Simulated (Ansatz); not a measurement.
`BNC(F)S` and `BNC(C)F` differ in one atom or group.

Ansatz, PBE0-D4/def2-TZVP geometries, multiplicity 1. Each molecule was computed in one conformer, which needn't be the lowest.

```json
{"property": "size of the dipole moment (ωB97M-V/def2-TZVPP) / D", "`BNC(F)S`": "2.10"}
{"property": "size of the dipole moment (PBE/def2-TZVPP) / D", "`BNC(F)S`": "2.14"}
{"property": "HOMO energy (B3LYP/def2-TZVPP) / eV", "`BNC(F)S`": "-7.26"}
{"property": "HOMO energy (ωB97M-V/def2-TZVPP) / eV", "`BNC(F)S`": "-9.78"}
{"property": "LUMO energy (PBE/def2-TZVPP) / eV", "`BNC(F)S`": "-1.37"}
{"property": "HOMO–LUMO gap (PBE/def2-TZVPP) / eV", "`BNC(F)S`": "4.85"}
```

**Question.** What does the change do to each property? (Estimate.)

**Answer.** The calculation gave: 
```
                                          property  `BNC(C)F`  shift
size of the dipole moment (ωB97M-V/def2-TZVPP) / D       2.10   0.00
    size of the dipole moment (PBE/def2-TZVPP) / D       2.10  -0.04
               HOMO energy (B3LYP/def2-TZVPP) / eV      -8.48  -1.22
             HOMO energy (ωB97M-V/def2-TZVPP) / eV     -11.11  -1.33
                 LUMO energy (PBE/def2-TZVPP) / eV      -1.15   0.22
               HOMO–LUMO gap (PBE/def2-TZVPP) / eV       6.23   1.38
```

With PBE0 the HOMO falls by 1.22 eV and the LUMO rises by 0.20 eV, so the gap widens by about 1.42 eV. PBE moves the HOMO by -1.15 eV and ωB97M-V by -1.33 eV. Dipoles are sizes alone; their direction can turn.

B3LYP here is the variant with VWN-RPA as its local correlation; programs differ in this.
